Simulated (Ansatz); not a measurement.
Reaction (redistribution): `[F][GeH2][NH][GeH3]` + `C[SiH2][SiH2]S` → `[F][GeH2][SiH2]S` + `C[SiH2][NH][GeH3]`

Computed with Ansatz on PBE0-D4/def2-TZVP structures; ΔE is electronic, products minus reactants. CBS: MP2 limit from def2 TZ/QZ plus the TZ coupled-cluster correction, frozen cores. Functionals use def2-TZVPP. For Ge outer-core shells are correlated without core-valence functions, which leaves a few kJ/mol of doubt a bond. Scalar relativity is left out up to krypton. One conformer a species, not always the lowest.

`[F][GeH2][NH][GeH3]`:

Cartesian coordinates in Å:
```
F 2.175 -0.710 -1.174
Ge 1.587 0.220 0.187
N -0.127 0.720 -0.090
Ge -1.594 -0.393 0.000
H 1.652 -0.740 1.378
H 2.497 1.451 0.250
H -0.242 1.531 -0.681
H -1.190 -1.540 0.936
H -1.980 -0.942 -1.386
H -2.776 0.403 0.579
```

`C[SiH2][SiH2]S`:

Cartesian coordinates in Å:
```
C -1.830 -0.283 -0.192
Si -0.450 0.922 0.201
Si 1.610 0.051 -0.483
S 1.944 -1.835 0.495
H -1.926 -0.420 -1.271
H -2.785 0.079 0.194
H -1.621 -1.256 0.257
H -0.363 1.154 1.673
H -0.690 2.242 -0.449
H 1.611 -0.299 -1.929
H 2.734 0.995 -0.232
H 1.765 -1.350 1.736
```

`[F][GeH2][SiH2]S`:

```xyz
9

F     0.235   -2.459    0.084
Ge   -0.352   -1.077   -0.811
Si    0.678    0.856    0.144
S     0.037    1.170    2.158
H     0.026   -1.347   -2.280
H    -1.883   -1.096   -0.642
H     0.382    2.027   -0.726
H     2.145    0.659    0.227
H    -1.267    1.266    1.846
```

`C[SiH2][NH][GeH3]`:

Z-matrix (Å, degrees):
```
C
Si 1 1.866
H 1 1.093 2 110.6
H 1 1.092 2 111.0 3 120.5
H 1 1.094 2 110.9 3 -119.3
N 2 1.722 1 111.7 3 180.0
H 2 1.495 1 107.8 3 55.6
H 2 1.489 1 111.1 3 -62.1
Ge 6 1.837 2 127.3 1 139.4
H 6 1.010 2 117.1 1 -56.5
H 9 1.539 6 108.1 2 -151.8
H 9 1.543 6 112.0 2 88.4
H 9 1.534 6 107.1 2 -31.9
```

| level | ΔE (eV) |
| --- | --- |
| r2SCAN | -0.34 |
| SCS-MP2/def2-QZVPP | -0.33 |

(1) What does CCSD(T)/CBS give? (Best estimate.)

Largest T1 diagnostic among the species: 0.012.

## Answers

(1) The calculation gave: -0.32 eV. The listed levels differ from it by -0.02, -0.01 eV.

In def2-TZVPP, CCSD(T) changes the Hartree–Fock value by +0.09 eV (the triples alone add +0.02 eV) and MP2 by +0.08 eV.
